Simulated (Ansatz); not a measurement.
All values below come from frozen-core CCSD(T)/def2-TZVPP // PBE0-D3(BJ)/def2-TZVP run with Ansatz (a quantum-chemistry and plane-wave program). The geometry is that of the parent before the electron was removed.

Ansatz 0.2 input:
```yaml
crystal:
  periodic: [false, false, false]
  atoms:
    - { symbol: F, position_ang: [1.533152, -0.961729, -0.171904] }
    - { symbol: Sn, position_ang: [-0.005537, 0.151378, 0.019011] }
    - { symbol: F, position_ang: [-1.4584, -1.082091, -0.084747] }
    - { symbol: H, position_ang: [0.015827, 0.762542, 1.596276] }
    - { symbol: H, position_ang: [-0.085043, 1.129901, -1.358635] }
basis:
  gaussian: { orbitals: def2-TZVPP }
correlation:
  method: ccsd_t
total_charge: 1
magnetization:
  spin_polarized: true
  initial_magnetization: 1
```

Output:

```
Functional definition: HF
1030 factors; integrals over basis functions are off by at most 1.3e-3 eV
mean field evaluation 1: about -11229.0677 eV, gradient 5.7e1 eV
mean field evaluation 2: about -11229.0734 eV, gradient 5.7e1 eV
mean field evaluation 4: about -11240.0936 eV, gradient 4.2e0 eV
mean field evaluation 8: about -11240.4297 eV, gradient 2.7e-1 eV
mean field evaluation 16: about -11229.0691 eV, gradient 5.7e1 eV
mean field evaluation 32: about -11239.3847 eV, gradient 4.9e-6 eV
mean field evaluation 64: about -11240.5028 eV, gradient 1.5e-1 eV
mean field evaluation 96: about -11240.2388 eV, gradient 7.4e0 eV
mean field evaluation 128: about -11238.2567 eV, gradient 3.8e0 eV
mean field evaluation 160: about -11236.4413 eV, gradient 2.7e1 eV
mean field evaluation 192: about -11240.4323 eV, gradient 5.1e-3 eV
mean field evaluation 224: about -11239.3833 eV, gradient 1.5e-1 eV
mean field evaluation 256: about -11238.5409 eV, gradient 1.1e-3 eV
mean field evaluation 288: about -11238.1178 eV, gradient 1.1e0 eV
mean field evaluation 320: about -11232.6171 eV, gradient 5.7e0 eV
mean field evaluation 352: about -11233.4288 eV, gradient 7.5e0 eV
mean field evaluation 384: about -11239.0772 eV, gradient 1.6e-1 eV
mean field evaluation 416: about -11229.1327 eV, gradient 4.1e0 eV
mean field evaluation 448: about -11232.2452 eV, gradient 7.7e-1 eV
mean field evaluation 480: about -11228.0973 eV, gradient 3.5e-1 eV
mean field evaluation 512: about -11231.8655 eV, gradient 4.2e-1 eV
mean field evaluation 544: about -11232.0231 eV, gradient 8.9e-2 eV
mean field evaluation 576: about -11231.8131 eV, gradient 5.8e-1 eV
mean field evaluation 608: about -11240.4322 eV, gradient 2.0e-1 eV
mean field evaluation 640: about -11237.5283 eV, gradient 4.8e-1 eV
mean field evaluation 672: about -11236.7429 eV, gradient 6.0e0 eV
mean field evaluation 704: about -11239.6283 eV, gradient 7.3e-2 eV
mean field -11240.51482558 eV, -413.0813007453 hartree, gradient 4.2e-6 eV, S^2 0.758591; 18 other end points of the search recorded, 0 dependent functions left out
determinant -11240.51482558 eV, -413.0813007453 hartree, with singles and doubles -11261.91757635 eV, -413.8678373289 hartree
determinant -11240.43226481 eV, -413.0782666932 hartree, with singles and doubles -11262.62599724 eV, -413.8938713164 hartree
determinant -11240.37459246 eV, -413.0761472734 hartree, with singles and doubles -11261.49470930 eV, -413.8522972515 hartree
determinant -11240.04197091 eV, -413.0639236568 hartree, with singles and doubles -11262.53238415 eV, -413.8904310988 hartree
determinant -11239.63296571 eV, -413.0488929931 hartree, with singles and doubles -11261.12402810 eV, -413.8386749686 hartree
determinant -11239.38470385 eV, -413.0397695377 hartree, with singles and doubles -11261.36170444 eV, -413.8474094132 hartree
determinant -11239.07780409 eV, -413.0284911796 hartree, with singles and doubles -11261.59960532 eV, -413.8561521093 hartree
determinant -11238.54087477 eV, -413.0087593914 hartree, with singles and doubles -11261.08587478 eV, -413.8372728601 hartree
determinant -11237.90491592 eV, -412.9853883345 hartree, with singles and doubles -11260.34178776 eV, -413.8099281662 hartree
determinant -11237.50842823 eV, -412.9708176807 hartree, with singles and doubles -11260.29273325 eV, -413.8081254462 hartree
determinant -11240.51482558 eV, -413.0813007453 hartree, with singles and doubles -11261.86583603 eV, -413.8659359071 hartree
determinant -11240.43226481 eV, -413.0782666932 hartree, with singles and doubles -11262.62461571 eV, -413.8938205461 hartree
determinant -11240.37459246 eV, -413.0761472734 hartree, with singles and doubles -11261.47108549 eV, -413.8514290926 hartree
determinant -11240.04197091 eV, -413.0639236568 hartree, with singles and doubles -11262.51972838 eV, -413.8899660078 hartree
determinant -11240.51482558 eV, -413.0813007453 hartree, with singles and doubles -11262.49032903 eV, -413.8888856019 hartree
determinant -11240.43226481 eV, -413.0782666932 hartree, with singles and doubles -11262.66118293 eV, -413.8951643668 hartree
determinant -11240.04197091 eV, -413.0639236568 hartree, with singles and doubles -11262.61636372 eV, -413.8935172912 hartree
6 core orbitals not correlated
reference -11240.43226481 eV, -413.0782666932 hartree; 15, 14 occupied and 119, 120 virtual orbitals, 1030 factors
second order -22.17716425 eV of doubles, -0.00000000 eV of singles
cycle   1  -22.22892047 eV  change   -2.4e-6 eV  update   3.4e-6
perturbative correction -0.77783114 eV, -0.0285847672 hartree
Total energy: -11263.43901642 eV, -413.9237492203 hartree
```

Cost: about 18 core-minutes (a rough figure).
